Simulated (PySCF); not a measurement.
**A computed series [M(NH2)3]−**

Computed with PySCF 2.14.0, PBE0, def2-SVP on the ligands, density fitting, scalar-relativistic core potentials, no spin-orbit coupling, vacuum. Each member is relaxed from one template within its symmetry. Distances are means of the shortest metal–ligand contacts, charges and spins Mulliken's; removal energies are rigid, with the ligand's formal charge and no counterpoise, so too large; for an anion taken off a cation in vacuum most of it is the attraction of opposite charges, and multiply charged cations can part far more cheaply with an electron moved from ligand to metal. lcecp potentials hold a fixed number of 4f electrons in the core, out of states, spins and gaps.

| metal | basis on the metal | point group | M–NH2 (Å) | charge on M (e) | removal of one NH2 (eV) | strongest infrared band, degenerate modes summed (cm⁻¹) | unstable modes (below −25 cm⁻¹) |
| --- | --- | --- | --- | --- | --- | --- | --- |
| Ce | lcecp-0-SVP with ECP48 | C1, nearly D3d | 2.506 | 0.47 | 4.22 | 366 | 0 |
| Sm | lcecp-0-SVP with ECP52 | C2 | 2.444 | 0.42 | 4.35 | 376 | 0 |
| Tm | lcecp-0-SVP with ECP59 | D3h | 2.383 | 0.42 | 4.37 | – | 3 |
| Pb | def2-SVP with ECP60 | nearly D3h | 2.387 | 0.52 | 2.70 | – | 5 |

(1) What does the calculation give for Gd, lcecp-0-SVP with ECP54?

Members with unstable modes aren't minima as they stand: saddle points kept by symmetry or, where the modes are soft, flat surfaces and noise. Moved off a saddle point of the template and relaxed again: Ce, Sm, Gd, Pb. One start shape was tried for each, so a minimum needn't be the lowest isomer. Oxidation states forced by the potential, rare, strongly oxidising or of another configuration in reality: [Ce(NH2)3]−, [Gd(NH2)3]−.

Answers

(1) point group: C1, nearly D3h, M–NH2 (Å): 2.419, charge on M (e): 0.42, removal of one NH2 (eV): 4.43, strongest infrared band, degenerate modes summed (cm⁻¹): 359, unstable modes (below −25 cm⁻¹): 0.
```xyz
10

Gd    0.0142    0.0082   -0.0132
N     2.4226   -0.0015    0.2063
H     3.0460   -0.8123    0.2744
H     3.0690    0.7923    0.2560
N    -1.2004    2.0910   -0.2101
H    -0.8657    3.0592   -0.1963
H    -2.2147    2.1992   -0.3138
N    -1.2050   -2.0808   -0.0036
H    -0.8462   -3.0387    0.0583
H    -2.2198   -2.2166   -0.0580
```
